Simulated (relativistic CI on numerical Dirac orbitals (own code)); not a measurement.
Mn2+ in a cubic cluster: 2p photoemission with charge transfer

Computed with a charge-transfer multiplet model of a cubic metal-ligand cluster with up to one ligand hole, Slater and spin-orbit integrals from Dirac-Coulomb-Breit ions, Slater integrals scaled by 0.8. The ground state mixes d5 with configurations of k ligand holes L, whose averages lie at kΔ + k(k − 1)U_dd/2; a core hole lowers each added d electron by U_cd. 300 K, Lorentzian 0.6 eV and Gaussian 0.8 eV FWHM.

Atomic integrals in eV (Slater integrals scaled, ζ unscaled), ground: F2dd 8.204, F4dd 5.095, zeta_d 0.037; with the core hole: F2dd 9.718, F4dd 6.082, zeta_d 0.060, zeta_core 6.788, F2cd 5.619, G1cd 4.209, G3cd 2.391.

Cluster parameters (eV): Δ = 3.6, U_dd = 5.3, U_cd = 6.2, 10Dq = 1.2, 10Dq(ligand) = 0.2, final-state hopping factor = 1.

```
                              Case   n_d    d5   d6L     S
V(eg) = 2.65 eV, V(t2g) = -1.28 eV  5.22  0.78  0.22  2.50
V(eg) = 2.95 eV, V(t2g) = -1.42 eV  5.24  0.76  0.24  2.50
V(eg) = 3.25 eV, V(t2g) = -1.57 eV  5.25  0.75  0.25  2.50
```

Weights, n_d and S are thermal averages at 300 K. Binding energies count from the first peak over 30 % of the highest in each spectrum, which can be another peak from case to case. The parameters are a model scan and need not match a compound or its usual spin state. Peaks in eV (height, largest 100):
- V(eg) = 2.65 eV, V(t2g) = -1.28 eV: 0.0 (100), 6.6 (12), 8.8 (12), 11.8 (49), 12.7 (46), 21.6 (5)
- V(eg) = 2.95 eV, V(t2g) = -1.42 eV: 0.0 (100), 7.0 (10), 11.8 (50), 12.6 (48)
- V(eg) = 3.25 eV, V(t2g) = -1.57 eV: 0.0 (100), 4.2 (17), 7.4 (9), 11.8 (51), 12.7 (50)

For the case V(eg) = 2.65 eV, V(t2g) = -1.28 eV, Δ = 3.6 eV is smaller than U_dd = 5.3 eV, the charge-transfer side of the Zaanen-Sawatzky-Allen scheme. With the core hole the average of the configuration with one ligand hole lies at Δ − U_cd = -2.6 eV before mixing: the effective hopping of about 4.2 eV (from the holes of the mixed ground state) is comparable with this gap or larger, so the configurations mix strongly.

With at most 1 ligand hole the space is cut while the next configuration still counts, so covalency is underestimated, and a final configuration with one more ligand hole, which can lie low, is missing from the spectra.
